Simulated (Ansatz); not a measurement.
```yaml
atoms:
  - { symbol: Li, position_ang: [-0.8556, -0.8556, -0.8556] }
  - { symbol: F, position_ang: [-0.9490, -0.9490, 0.9490] }
  - { symbol: F, position_ang: [-0.9490, 0.9490, -0.9490] }
  - { symbol: Li, position_ang: [-0.8556, 0.8556, 0.8556] }
  - { symbol: F, position_ang: [0.9490, -0.9490, -0.9490] }
  - { symbol: Li, position_ang: [0.8556, -0.8556, 0.8556] }
  - { symbol: Li, position_ang: [0.8556, 0.8556, -0.8556] }
  - { symbol: F, position_ang: [0.9490, 0.9490, 0.9490] }
```

Basis set: def2-TZVP (spherical functions). Correlated methods keep 4 orbitals frozen. Charge 0, multiplicity 1.

Computed with Ansatz (development build ahead of 0.2.0); each method stands on the lowest determinant of its kind that the runs found. Restricted open shells among the atoms or ions are ROHF, correlated in semicanonical orbitals with singles.

The atomization energy at this shape (free ground-state atoms in the same class of orbitals less the molecule, no zero-point energy) of singlet Li₄F₄:

```tsv
method	atomization energy
RHF-MP2	31.21 eV
```

(1) What does RHF give?

Answers

(1) 23.61 eV.
